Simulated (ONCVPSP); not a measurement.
Varying the ONCV potential for copper (Cu)

Base potential:

ONCVPSP 4.0.1 input, shortened (lines: element, Z, core and valence counts, functional; n l f; lmax; l rc ep ncon nbas qcut; lloc lpopt rc5 dvloc0; l nproj debl; icmod fcfact rcfact), LDA (Perdew-Wang 92), scalar-relativistic:

```
  Cu 29.00    3    4  -001012      upf
    1    0    2.00
    2    0    2.00
    2    1    6.00
    3    0    2.00
    3    1    6.00
    3    2    9.00
    4    0    2.00
    2
    0    1.15    0.00    3    7   10.70
    1    0.75    0.00    3    6   10.60
    2    0.70    0.00    4    7   12.80
    2    5    0.70    0.00
    0    2    2.20
    1    2    3.40
    2    0    1.60
    0    0.00    0.00
```

Cutoffs, loose and tight: the cutoffs (Ha) at which the residual kinetic energy of the hardest occupied pseudo-wave falls to 1 and 0.1 mHa per electron. They do not see the model core or the augmentation charge, which bear on the density cutoff. Test errors are all-electron minus pseudo excitation energies from the reference, over the configurations 3s2 3p6 3d10 4s1; 3s2 3p6 3d10 4s0; 3s2 3p6 3d9 4s0; 3s2 3p6 3d7 4s0. A dash means not determined; rows that change the core or the reference have their own tests.

A true bound ghost makes a file unfit for plane-wave use even where its test errors are small: the radial tests pick states by their node count and pass the ghost by.

| change | outcome | cutoff, loose | cutoff, tight | bound ghosts | GHOST(+) flags above zero | largest test error (meV) |
| --- | --- | --- | --- | --- | --- | --- |
| base | generated | 349 Ha | 455 Ha | p | s | -26 |
| d: qcut 7.5 | generated | 377 Ha | 518 Ha | s | p | -34 |
| d: qcut 8.9 | generated | 375 Ha | 513 Ha | s | p | -33 |
| d: qcut 10.4 | generated | 369 Ha | 500 Ha | s | p | -31 |
| d: qcut 11.9 | generated | 358 Ha | 478 Ha | s, p | none | -24 |
| d: qcut 13.7 | generated | 337 Ha | 391 Ha | none | s, p | -24 |
| d: qcut 15 | generated | 310 Ha | 370 Ha | none | s | -20 |
| d: qcut 17.9 | generated | 150 Ha | 307 Ha | none | s | -15 |
| d: qcut 19.5 | generated | 162 Ha | 189 Ha | none | s | -13 |

**Question.** What comes out with this change to the base: d: qcut 16.4?

**Answer.** outcome: generated; cutoff, loose: 193 Ha; cutoff, tight: 349 Ha; bound ghosts: none; GHOST(+) flags above zero: s; largest test error (meV): -18.

Reading the sweep of the qcut of the d channel (base included, trends over the rows without a ghost): The loose cutoff is not monotonic: lowest 150 Ha at 17.9 1/bohr, highest 337 Ha at 13.7 1/bohr. The median size of the test errors (rows with all tests solved) stays near 1.7 meV. Bound ghosts are found at 7.5, 8.9, 10.4, 11.9, 12.8 1/bohr.
